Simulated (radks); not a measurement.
Task: Tc, 43 electrons, occupied as [Kr] 4d4 5s2 6s1 (not the ground configuration). All-electron calculation, Dirac Kohn-Sham, exchange-only PBE, spin-unpolarised, spherical densities, point nucleus; open shells fill j = l - 1/2 first. Program: a radial shooting solver on a logarithmic mesh with Libxc functionals.

Spin-orbit splittings of the eigenvalues, e(l+1/2) - e(l-1/2), with zeta = 2 splitting/(2l+1) and mean radii in bohr:

shell  occ.  splitting (eV)  zeta (eV)  <r> j=l-1/2  <r> j=l+1/2
2p        6           118.3      78.85       0.1271       0.1318
3p        6           19.78      13.19       0.4091       0.4197
3d       10           3.803      1.521       0.3970       0.4005
4p        6           3.002      2.001        1.144        1.173
4d        4          0.3178     0.1271        1.604        1.621
5p        0               ?          ?        3.855        3.971
5d        0        0.003912   0.001565        10.94        11.01

Estimate the 5p splitting.

Result: 0.2243 eV (zeta = 0.1495 eV).
